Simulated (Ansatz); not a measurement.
The cluster Na4H4⁺. The state is a doublet with charge 1. Geometry r2SCAN-D4/def2-SVP, that of the neutral singlet; atoms count from 1.

Cartesian coordinates in Å:
```
Na 1.7107 -0.2000 0.7756
Na 0.1844 0.5317 -1.8026
Na -0.9238 -1.6453 0.0796
Na -0.9720 1.3136 0.9472
H -0.1914 -0.5513 1.8742
H -1.7778 0.2072 -0.8069
H 0.9605 1.7103 -0.0825
H 1.0094 -1.3662 -0.9845
```

The structure comes from a short search, and lower isomers may exist.

(1) Estimate the Mulliken populations from the PBE0/def2-TZVP orbitals of Ansatz.

(2) Where does the spin sit?

Results:

(1) 
```tsv
atom	charge (e)	spin (α − β)
Na1	0.45	0.00
Na2	0.45	0.00
Na3	0.45	0.00
Na4	0.45	0.00
H5	-0.20	0.25
H6	-0.20	0.25
H7	-0.20	0.25
H8	-0.20	0.25
```
Mulliken values depend strongly on the basis.

(2) Summed by element: Na 0.00, H 1.00, of 1 unpaired in all. Largest on single atoms: H7 0.25, H5 0.25, H8 0.25.
